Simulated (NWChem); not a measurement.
[NH2][Al]([NH2])[Cl] (AlN2H4Cl), optimised at PBE0/def2-SVP with NWChem:

```
Quantity                           Result
---------------------------------  ------
highest occupied level (eV)         -6.94
orbital gap (eV)                     7.18
dipole (D)                           2.70
highest harmonic frequency (cm⁻¹)    3722
zero-point energy (kcal/mol)         33.1
```

All stand in one matching conformer (torsions within 35°), which need not be the lowest.

Question: One Cl atom is replaced by F, giving [NH2][Al]([NH2])[F] (AlN$_{2}$H$_{4}$F), optimised at the same level. How do these values move?

Answer: 
```csv
quantity,new value,change
highest occupied level (eV),-6.87,+0.07
orbital gap (eV),7.10,-0.08
dipole (D),2.55,-0.15
highest harmonic frequency (cm⁻¹),3725,+3
zero-point energy (kcal/mol),33.7,+0.6
```
